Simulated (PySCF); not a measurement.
Write a Z-matrix for `C1[SiH2]C(=CC=1F)SC` as optimised with GFN2-xTB.

Z-matrix in Å and degrees, rows numbered from 1:
```
C 
S   1  1.8163
C   2  1.7351  1  101.51
C   3  1.3486  2  122.01  1   179.85
C   4  1.4419  3  114.31  2  -179.79
F   5  1.3470  4  117.63  3   179.80
C   5  1.3416  4  119.43  3    -0.12
Si  7  1.8661  5  107.86  4     0.06
H   1  1.0852  2  109.64  3   -59.70
H   1  1.0855  2  109.72  3    61.92
H   1  1.0853  2  106.47  3  -178.90
H   4  1.0779  3  125.32  2     0.20
H   7  1.0742  5  122.45  4   179.97
H   8  1.4631  3  111.18  2    62.93
H   8  1.4631  3  111.04  2   -63.26
```

The 8 heavy atoms lie in one plane (0.002 Å rms). The 5-membered ring C3–C4–C5–C7–Si8 has internal angles of 89.4° to 119.4° (sum 540°, against 540° for a flat polygon); it is planar, 0.00 Å rms from its mean plane, widest ring torsion 0°. The C–Si distances run from 1.866 Å (C7–Si8, drawn single) to 1.911 Å (C3–Si8, drawn single), a spread of 0.045 Å. The C–C distances run from 1.342 Å (C5=C7, drawn double) to 1.442 Å (C4–C5, drawn single), a spread of 0.100 Å.

Structure optimised with GFN2-xTB, isolated species.

Point group: Cs (tolerance 0.08 Å). Stationary, but not proved a minimum. One conformer, not necessarily the lowest (C1–S2–C3–C4 180°).

These are computed values.
